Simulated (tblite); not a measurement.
A geometry optimisation, step by step.

C₆H₁₀F₂GeO.
SMILES with atom numbers: `[F:1][CH2:2][C@@H:3]([F:4])[O:5][C@@H:6]1[CH:7]=[CH:8][CH2:9][GeH2:10]1` (hydrogens: H11, H12 on C2; H13 on C3; H14 on C6; H15 on C7; H16 on C8; H17, H18 on C9; H19, H20 on Ge10)

Computed with GFN2-xTB (tblite), gas phase: L-BFGS steps from a force-field or distance-geometry start until the largest atomic force falls under 0.01 eV/Å. 9 of its 120 geometries are shown.

Step 0: E = -906.9150 eV, largest atomic force 5.077 eV/Å
```
atom  x, y, z in Å  |  force x, y, z in eV/Å
F1      4.227   -0.363    0.425   -0.175   0.086  -0.471
C2      3.194    0.205   -0.310    1.085  -0.251  -0.061
C3      2.015    0.267    0.623   -0.298   0.681   0.136
F4      2.421    1.082    1.680   -0.549  -0.257  -0.269
O5      0.872    0.771    0.030    1.695  -0.052   0.240
C6     -0.189   -0.125    0.120   -0.931  -0.374   0.767
C7     -0.817   -0.417   -1.176    4.562  -0.246  -1.889
C8     -2.075   -0.550   -1.271   -4.383  -1.117  -2.305
C9     -2.947   -0.419   -0.093   -0.845   0.384   1.015
Ge10   -1.735    0.672    1.014   -0.615   0.510   1.395
H11     3.533    1.217   -0.589   -0.182  -0.314  -0.069
H12     3.026   -0.455   -1.180   -0.023   0.345   0.248
H13     1.776   -0.725    1.039    0.560   0.072   0.270
H14     0.111   -1.056    0.659   -0.212   0.301  -0.483
H15    -0.145   -0.517   -2.078   -0.637   0.129   1.014
H16    -2.573   -0.781   -2.261    0.582   0.245   1.079
H17    -3.166   -1.383    0.429   -0.007   0.622  -0.601
H18    -3.887    0.134   -0.298    0.317  -0.721  -0.094
H19    -1.865    2.173    0.735    0.105  -0.422   0.240
H20    -1.780    0.282    2.500   -0.048   0.380  -0.160
```

Step 15: E = -907.5505 eV, largest atomic force 0.114 eV/Å
```
atom  x, y, z in Å  |  force x, y, z in eV/Å
F1      4.353   -0.383    0.316   -0.045   0.011  -0.012
C2      3.283    0.216   -0.287   -0.028   0.010   0.027
C3      2.073    0.250    0.654   -0.013  -0.021  -0.002
F4      2.300    1.138    1.689   -0.033   0.012  -0.058
O5      0.968    0.638   -0.046    0.018   0.025  -0.028
C6     -0.227   -0.131    0.117    0.056  -0.017  -0.040
C7     -0.822   -0.432   -1.225   -0.067  -0.089   0.005
C8     -2.138   -0.559   -1.323    0.110  -0.026  -0.017
C9     -2.986   -0.374   -0.100   -0.001  -0.030  -0.089
Ge10   -1.786    0.693    1.083    0.080  -0.019  -0.025
H11     3.580    1.224   -0.589   -0.021  -0.015   0.042
H12     3.007   -0.392   -1.156    0.086   0.069  -0.016
H13     1.950   -0.734    1.138    0.037  -0.024   0.027
H14     0.037   -1.083    0.601   -0.030  -0.015   0.028
H15    -0.149   -0.544   -2.061   -0.020  -0.014   0.002
H16    -2.616   -0.819   -2.256   -0.030   0.046   0.009
H17    -3.187   -1.349    0.353   -0.022   0.050   0.053
H18    -3.947    0.065   -0.361   -0.027   0.054   0.059
H19    -1.862    2.176    0.889   -0.010   0.043  -0.025
H20    -1.837    0.412    2.560   -0.041  -0.050   0.057
```

Step 30: E = -907.6054 eV, largest atomic force 0.192 eV/Å
```
atom  x, y, z in Å  |  force x, y, z in eV/Å
F1      4.386   -0.359    0.352    0.039  -0.072   0.088
C2      3.365    0.321   -0.244    0.064   0.019  -0.016
C3      2.080    0.208    0.578   -0.059   0.100   0.070
F4      2.071    1.209    1.542   -0.078  -0.003   0.084
O5      1.015    0.372   -0.250   -0.092  -0.076   0.112
C6     -0.214   -0.275    0.091   -0.086  -0.104  -0.059
C7     -0.886   -0.598   -1.210   -0.023   0.026  -0.115
C8     -2.205   -0.562   -1.311   -0.028  -0.049   0.021
C9     -3.007   -0.271   -0.086   -0.027   0.024   0.047
Ge10   -1.711    0.682    1.078    0.091  -0.042  -0.125
H11     3.676    1.363   -0.337   -0.033   0.081  -0.002
H12     3.207   -0.125   -1.228   -0.036  -0.001  -0.045
H13     2.065   -0.735    1.154   -0.026  -0.012  -0.083
H14    -0.002   -1.209    0.636    0.114   0.051  -0.012
H15    -0.228   -0.794   -2.039   -0.001  -0.046  -0.110
H16    -2.729   -0.737   -2.239    0.080  -0.092  -0.016
H17    -3.269   -1.203    0.422   -0.109  -0.022  -0.092
H18    -3.933    0.242   -0.337   -0.025   0.017   0.072
H19    -1.767    2.164    0.903    0.101   0.152   0.051
H20    -1.919    0.316    2.521    0.133   0.048   0.130
```

Step 45: E = -907.8032 eV, largest atomic force 0.397 eV/Å
```
atom  x, y, z in Å  |  force x, y, z in eV/Å
F1      4.290   -0.253    0.520   -0.075   0.137  -0.127
C2      3.362    0.562   -0.081   -0.165  -0.050   0.039
C3      1.966    0.197    0.461    0.190  -0.047   0.038
F4      1.548    1.151    1.397   -0.068   0.041  -0.015
O5      1.036    0.101   -0.515    0.009   0.066  -0.213
C6     -0.191   -0.508   -0.083    0.080  -0.056   0.181
C7     -1.026   -0.875   -1.267    0.148  -0.017  -0.010
C8     -2.332   -0.664   -1.268    0.164   0.221   0.001
C9     -3.004   -0.099   -0.063    0.149   0.128   0.345
Ge10   -1.449    0.586    1.016   -0.203   0.241  -0.015
H11     3.633    1.596    0.166   -0.109  -0.130  -0.066
H12     3.413    0.375   -1.162   -0.057   0.076   0.199
H13     2.065   -0.733    1.048   -0.053  -0.084   0.083
H14     0.093   -1.396    0.494   -0.031  -0.294  -0.039
H15    -0.507   -1.302   -2.105    0.092  -0.023  -0.204
H16    -2.920   -0.854   -2.148   -0.172  -0.185  -0.089
H17    -3.506   -0.906    0.483   -0.035   0.182  -0.065
H18    -3.748    0.661   -0.318    0.068  -0.197   0.011
H19    -1.233    2.057    0.936    0.036   0.217  -0.170
H20    -1.494    0.316    2.489    0.032  -0.226   0.115
```

Step 60: E = -907.9077 eV, largest atomic force 0.074 eV/Å
```
atom  x, y, z in Å  |  force x, y, z in eV/Å
F1      4.287   -0.169    0.503   -0.008   0.045  -0.022
C2      3.299    0.620   -0.019   -0.036  -0.003  -0.007
C3      1.933    0.149    0.482    0.017  -0.031  -0.019
F4      1.396    1.113    1.356    0.028   0.007   0.047
O5      1.079   -0.026   -0.549   -0.028  -0.049  -0.034
C6     -0.172   -0.590   -0.131   -0.025  -0.020  -0.002
C7     -1.034   -0.915   -1.310    0.014  -0.012   0.001
C8     -2.335   -0.671   -1.248    0.022   0.000  -0.030
C9     -2.934   -0.020   -0.038    0.011  -0.026  -0.002
Ge10   -1.345    0.603    0.979    0.038   0.011   0.063
H11     3.491    1.649    0.297    0.009   0.009   0.011
H12     3.340    0.531   -1.108    0.002   0.003   0.017
H13     2.047   -0.751    1.113   -0.007  -0.001   0.008
H14     0.056   -1.528    0.406   -0.004   0.021   0.008
H15    -0.557   -1.368   -2.167   -0.031   0.011   0.026
H16    -2.997   -0.942   -2.059    0.010   0.044  -0.016
H17    -3.506   -0.753    0.533   -0.025  -0.005  -0.007
H18    -3.630    0.767   -0.329   -0.018  -0.026  -0.017
H19    -1.081    2.071    0.846    0.023   0.011  -0.035
H20    -1.342    0.240    2.440    0.009   0.014   0.008
```

Step 74: E = -907.9174 eV, largest atomic force 0.051 eV/Å
```
atom  x, y, z in Å  |  force x, y, z in eV/Å
F1      4.307   -0.111    0.462   -0.015   0.005   0.011
C2      3.272    0.636   -0.025    0.021   0.037  -0.009
C3      1.936    0.110    0.499    0.008   0.023  -0.005
F4      1.389    1.062    1.388    0.000  -0.051  -0.005
O5      1.075   -0.088   -0.522    0.035   0.031  -0.009
C6     -0.184   -0.631   -0.100    0.019  -0.006  -0.025
C7     -1.032   -0.926   -1.297   -0.037   0.009  -0.008
C8     -2.325   -0.640   -1.260   -0.018  -0.018   0.021
C9     -2.935   -0.019   -0.040    0.013   0.008  -0.002
Ge10   -1.337    0.607    0.977   -0.009  -0.028  -0.008
H11     3.426    1.669    0.300    0.008  -0.002   0.010
H12     3.297    0.567   -1.116   -0.031  -0.016  -0.002
H13     2.088   -0.784    1.131   -0.011  -0.012  -0.006
H14     0.028   -1.567    0.442   -0.022  -0.020   0.009
H15    -0.552   -1.362   -2.159    0.013  -0.014   0.012
H16    -2.975   -0.855   -2.097    0.008   0.000  -0.014
H17    -3.494   -0.771    0.523    0.022   0.015  -0.013
H18    -3.650    0.755   -0.324    0.032  -0.008   0.036
H19    -1.027    2.056    0.763   -0.004   0.025  -0.011
H20    -1.312    0.302    2.450   -0.034   0.021   0.018
```

Step 89: E = -907.9209 eV, largest atomic force 0.034 eV/Å
```
atom  x, y, z in Å  |  force x, y, z in eV/Å
F1      4.309   -0.076    0.456    0.021   0.001   0.015
C2      3.257    0.653   -0.022    0.018  -0.008   0.010
C3      1.937    0.089    0.503   -0.011   0.013  -0.002
F4      1.383    1.000    1.429    0.023  -0.021  -0.013
O5      1.071   -0.088   -0.517    0.011  -0.011   0.004
C6     -0.184   -0.645   -0.098    0.009   0.010   0.015
C7     -1.033   -0.933   -1.295    0.008   0.007   0.006
C8     -2.322   -0.632   -1.261   -0.019  -0.002  -0.008
C9     -2.925   -0.015   -0.037   -0.009   0.010   0.002
Ge10   -1.328    0.609    0.972    0.009   0.006   0.001
H11     3.394    1.687    0.306   -0.020  -0.008   0.008
H12     3.274    0.585   -1.113   -0.015   0.005  -0.003
H13     2.106   -0.824    1.104    0.010   0.011  -0.025
H14     0.029   -1.582    0.441    0.003  -0.007   0.001
H15    -0.555   -1.379   -2.153    0.008   0.000  -0.007
H16    -2.971   -0.831   -2.101   -0.010  -0.021  -0.023
H17    -3.476   -0.773    0.522   -0.015  -0.004   0.021
H18    -3.641    0.761   -0.306   -0.017   0.008  -0.010
H19    -1.002    2.048    0.710   -0.001   0.010   0.003
H20    -1.330    0.358    2.456   -0.002  -0.001   0.005
```

Step 104: E = -907.9230 eV, largest atomic force 0.017 eV/Å
```
atom  x, y, z in Å  |  force x, y, z in eV/Å
F1      4.325   -0.035    0.466   -0.001   0.011   0.002
C2      3.255    0.666   -0.014   -0.005  -0.002   0.001
C3      1.948    0.062    0.496    0.000  -0.004   0.000
F4      1.394    0.924    1.467    0.001  -0.006  -0.004
O5      1.070   -0.083   -0.521   -0.002  -0.004   0.002
C6     -0.185   -0.640   -0.100   -0.005   0.001   0.000
C7     -1.038   -0.935   -1.292   -0.003  -0.010  -0.001
C8     -2.329   -0.642   -1.255   -0.002   0.001  -0.004
C9     -2.929   -0.005   -0.038    0.002   0.000  -0.006
Ge10   -1.325    0.622    0.963   -0.001   0.015  -0.008
H11     3.354    1.700    0.327    0.007  -0.001  -0.003
H12     3.282    0.611   -1.106   -0.008  -0.003   0.003
H13     2.135   -0.875    1.051    0.004  -0.001   0.001
H14     0.027   -1.577    0.440    0.011   0.006   0.004
H15    -0.563   -1.388   -2.149    0.005  -0.002   0.002
H16    -2.978   -0.861   -2.091   -0.011   0.006   0.005
H17    -3.483   -0.750    0.538    0.004  -0.001  -0.006
H18    -3.644    0.768   -0.319    0.005   0.005  -0.004
H19    -0.979    2.055    0.685   -0.008  -0.004   0.007
H20    -1.340    0.391    2.449    0.007  -0.006   0.008
```

Step 119: E = -907.9234 eV, largest atomic force 0.009 eV/Å
```
atom  x, y, z in Å  |  force x, y, z in eV/Å
F1      4.329   -0.014    0.470    0.000   0.006   0.005
C2      3.250    0.672   -0.014   -0.001  -0.001  -0.005
C3      1.950    0.053    0.494    0.002  -0.006  -0.003
F4      1.395    0.897    1.478   -0.002   0.007   0.002
O5      1.069   -0.084   -0.522   -0.006   0.003   0.005
C6     -0.185   -0.640   -0.099    0.000  -0.002   0.005
C7     -1.039   -0.942   -1.290    0.000   0.003   0.002
C8     -2.329   -0.642   -1.255   -0.001   0.000  -0.003
C9     -2.928    0.003   -0.042    0.004  -0.001  -0.002
Ge10   -1.324    0.626    0.962    0.004  -0.005   0.003
H11     3.337    1.708    0.324    0.001   0.000  -0.002
H12     3.279    0.613   -1.105    0.000   0.000  -0.007
H13     2.145   -0.891    1.036    0.002  -0.002   0.002
H14     0.029   -1.572    0.447    0.000  -0.003   0.002
H15    -0.565   -1.403   -2.142   -0.002   0.003  -0.001
H16    -2.980   -0.861   -2.090   -0.005  -0.004  -0.001
H17    -3.486   -0.738    0.535   -0.002   0.005  -0.007
H18    -3.638    0.779   -0.327    0.004  -0.001   0.000
H19    -0.982    2.061    0.691    0.007  -0.002   0.005
H20    -1.332    0.387    2.447   -0.006   0.000   0.000
```

Question: Summarise the path.

Answer: The energy falls by 97.30 kJ/mol from step 0 to step 119; nine tenths of that is first reached at step 46. It falls at every step. The largest force goes from 5.077 to 0.009 eV/Å. Among the bonds C7=C8 changes most, from 1.269 to 1.325 Å; the atoms move by 0.699 Å rms after alignment.

Question: Follow the three bonds and two angles with the largest change from start to end.

Answer: 
```tsv
step	E above end (kJ/mol)	largest force (eV/Å)	C7=C8 (Å)	C8–H16 (Å)	C6–Ge10 (Å)	H19–Ge10–H20 (°)	Ge10–C9–H18 (°)
0	97.30	5.077	1.269	1.132	1.956	115.0	110.4
5	47.10	0.587	1.317	1.081	1.993	116.7	114.7
10	38.08	0.235	1.325	1.080	1.998	110.5	117.0
16	35.77	0.109	1.325	1.079	2.009	107.7	117.1
21	34.60	0.120	1.325	1.081	2.024	107.3	116.2
26	33.17	0.128	1.324	1.079	2.018	107.9	116.4
31	29.98	0.205	1.324	1.081	2.035	111.0	118.3
36	25.89	0.217	1.323	1.076	2.025	110.9	117.8
41	18.04	0.329	1.327	1.089	2.019	106.5	115.1
47	6.28	0.299	1.325	1.077	2.017	107.1	115.2
52	3.03	0.144	1.322	1.081	2.017	107.5	115.1
57	1.83	0.074	1.325	1.082	2.009	109.0	115.4
62	1.40	0.056	1.324	1.081	2.008	109.2	114.7
67	1.10	0.071	1.325	1.082	2.006	109.5	115.3
72	0.72	0.056	1.324	1.080	2.008	109.6	115.5
78	0.44	0.041	1.324	1.081	2.007	109.1	115.6
83	0.33	0.025	1.324	1.081	2.007	109.3	115.3
88	0.27	0.034	1.324	1.080	2.007	109.3	115.4
93	0.17	0.033	1.325	1.081	2.007	109.5	115.8
98	0.10	0.028	1.325	1.081	2.007	109.5	115.7
103	0.05	0.016	1.325	1.081	2.006	109.4	115.8
109	0.02	0.010	1.325	1.081	2.006	109.3	115.7
114	0.01	0.011	1.324	1.081	2.006	109.3	115.7
119	0.00	0.009	1.325	1.081	2.006	109.3	115.7
```

What follows is the cost of the whole relaxation. The run took 1.1 s wall on an Arm Neoverse V1 with one thread (shared host).
